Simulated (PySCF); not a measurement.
## TiF₂ + HCl → TiFCl + HF

Level: PBE0 in the def2-TZVP basis family, all electrons, no relativity, computed in PySCF with density fitting; open shells unrestricted.

```tsv
species	state and structure	E (Eh)	ZPE (kJ/mol)	H(298 K) − H(0) (kJ/mol)	S° (J/(mol K))
TiF₂	triplet, C2v, Ti–F 1.792 Å (×2); F–Ti–F 139.4°	-1048.94908	9.0	12.4	279.9
HCl	singlet, C∞v, H–Cl 1.279 Å	-460.66440	17.9	8.7	186.6
TiFCl	triplet, Cs, Ti–Cl 2.231 Å, Ti–F 1.793 Å; Cl–Ti–F 143.0°	-1409.22098	7.2	13.0	298.1
HF	singlet, C∞v, H–F 0.920 Å	-100.39188	24.9	8.7	173.6
```

(1) What is the electronic reaction energy?

(2) Add zero-point, thermal and entropy terms for 298.15 K and 1 bar.

Answers

(1) At PBE0/def2-TZVP, ΔE = 1.6 kJ/mol from the differences of the total energies times 2625.5, uphill. 

(2) ΔZPE = 5.2 and Δ[H(298) − H(0)] = 0.6 kJ/mol give ΔH° = 7.4 kJ/mol. ΔS° = 5.2 J/(mol K), so ΔG° = 7.4 − 298.15 × (0.0052) = 6 kJ/mol and log₁₀K = -1.0.

Open d or f shells are single determinants, so the state found may not be the ground state. Each species is the lowest minimum found with this bonding; other isomers or fragments can lie lower.
